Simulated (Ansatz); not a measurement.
A nudged elastic band was laid between two geometries of C₃H₈OSi₂ (14 atoms, charge 0, multiplicity 1).

Method: RKS PBE0-D4/STO-3G in Ansatz 0.2.0.

```yaml
movable_images: 7
climbing_image: yes
spring: 5.0 eV/Å²
optimiser: quadratic models (default)
start_path: IDPP
force_threshold: 0.05 eV/Å
iteration_limit: 46
end_points: relaxed
```

Initial state:

```xyz
14
Properties=species:S:1:pos:R:3
Si -1.219 -0.734 1.762
C -0.094 -0.264 0.378
C 1.122 -0.811 0.166
O 1.951 -0.429 -0.890
Si 1.060 0.811 -1.736
C -0.467 0.812 -0.653
H -0.610 -1.765 2.567
H -1.498 0.412 2.599
H -2.480 -1.220 1.250
H 1.567 -1.598 0.794
H 1.831 2.035 -1.724
H 0.854 0.390 -3.105
H -1.381 0.547 -1.203
H -0.652 1.785 -0.176
```

Final state:

```xyz
14
Properties=species:S:1:pos:R:3
Si -1.241 -0.756 1.738
C -0.151 -0.309 0.318
C 0.726 -1.159 -0.258
O 1.538 -0.795 -1.334
Si 1.125 0.868 -1.666
C -0.163 1.085 -0.325
H -0.977 0.100 2.872
H -2.632 -0.595 1.381
H -1.011 -2.128 2.121
H 0.882 -2.201 0.060
H 2.311 1.684 -1.529
H 0.632 0.968 -3.023
H -1.156 1.340 -0.723
H 0.102 1.869 0.399
```

Question: Which bonds break or form, and what moves?

Answer: No bond is made or broken. The dihedral H9–Si1–C2–C3 goes from -121 to 0°. The two ends are copies of one structure, up to a mirror image or an exchange of like atoms.

Question: What energy profile does the band end with?

Answer: The run converged. The highest image is number 4 of 0 to 8, 3.7 kJ/mol above the ends, which have the same energy within 2 meV. A vibrational analysis at the climbing image gives one clearly imaginary mode, 88i cm⁻¹: a first-order saddle point. Limits of this set-up: minimal basis.

```
image  path coordinate (Å)  energy (kJ/mol)  dihedral H9–Si1–C2–C3 (°)
    0                 0.00              0.0                       -121
    1                 0.55              0.5                       -105
    2                 1.09              1.8                        -90
    3                 1.64              3.1                        -75
    4                 2.19              3.7                        -60
    5                 2.73              3.2                        -45
    6                 3.28              1.9                        -31
    7                 3.82              0.5                        -15
    8                 4.37              0.0                          0
```

Question: What is the geometry of the highest image?

Answer: 
```xyz
14
Properties=species:S:1:pos:R:3
Si -1.237 -0.754 1.746
C -0.140 -0.293 0.331
C 0.833 -1.097 -0.151
O 1.654 -0.739 -1.221
Si 1.113 0.856 -1.685
C -0.248 1.047 -0.415
H -0.466 -1.004 2.944
H -2.165 0.319 2.016
H -1.993 -1.950 1.452
H 1.066 -2.097 0.248
H 2.219 1.781 -1.559
H 0.678 0.820 -3.065
H -1.240 1.181 -0.869
H -0.087 1.901 0.258
```

The band took 3 iterations and of the order of 2.8 core-minutes.

The run took 2.8 min on 1 thread of Arm Neoverse N1, with other jobs on the host, peak memory 0.13 GiB.
